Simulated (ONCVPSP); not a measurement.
# Configuration tests for Rb (ONCV)

ONCVPSP 4.0.1 input, shortened (lines: element, Z, core and valence counts, functional; n l f; lmax; l rc ep ncon nbas qcut; lloc lpopt rc5 dvloc0; l nproj debl; icmod fcfact rcfact), PBE, scalar-relativistic:

```
  Rb 37.00    6    4        4      upf
    1    0    2.00
    2    0    2.00
    2    1    6.00
    3    0    2.00
    3    1    6.00
    3    2   10.00
    4    0    2.00
    4    1    6.00
    5    0    0.75
    5    1    0.25
    2
    0    1.95    0.00    4    8    6.60
    1    3.50    0.00    3    7    4.30
    2    2.90    0.03    3    7    2.80
    4    3    1.25    2.00
    0    2    1.80
    1    2    2.80
    2    2    1.20
    3    5.00    1.35
```

Energies are relative to the spin-unpolarised reference configuration 4s2 4p6 5s0.75 5p0.25; without spin polarisation the order of configurations can differ from experiment.

```tsv
valence configuration	charge	ΔE all-electron (eV)	error AE − PS (meV)
4s2 4p6 5s0.5 5p0	+0.5	1.206	-0.1
4s2 4p6 5s0 5p1	0	1.147	-0.6
```

Problem. What are ΔE and the potential's error for 4s2 4p6 5s1 5p0?

Solution. ΔE = -0.373 eV all-electron; the error (AE − PS) is -0.1 meV.

Problem. What are ΔE and the potential's error for 4s2 4p6 5s0 5p0?

Solution. ΔE = 3.781 eV all-electron; the error (AE − PS) is -1.3 meV.

Levels in the configuration 4s2 4p6 5s0 5p0:

| level | all-electron (eV) | pseudo (eV) |
| --- | --- | --- |
| 4s | -37.631 | -37.636 |
| 4p | -21.651 | -21.653 |
